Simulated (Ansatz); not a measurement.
Basis-set extrapolation for `PB1C[SiH2]S1` (PBE0-D4/def2-TZVP geometry, frozen core, Ansatz). Multiplicity 1, RHF reference.

```tsv
	def2-TZVPP	def2-QZVPP
HF	-1093.356832	-1093.389147
MP2 correlation	-0.716525	-0.770077
CCSD(T) correlation	-0.815918	not run
```

Energies in hartree. Use E(X) = E(∞) + A·exp(−7.88·√X) for Hartree–Fock and E(X) = E(∞) + B·X^(−2.97) for correlation, with X = 3 and 4, and add CCSD(T) minus MP2 of the smaller set to the MP2 limit.

Task: What is the CCSD(T) energy at the basis-set limit?

Result: HF limit: -1093.389147 + (-0.032315) × 0.13774 = -1093.39360. MP2 limit: -0.770077 + (-0.053552) × 0.74074 = -0.80975. Higher-order term: -0.815918 − (-0.716525) = -0.09939. Total: -1094.30274 hartree, 81.6 kcal/mol below CCSD(T)/def2-TZVPP.
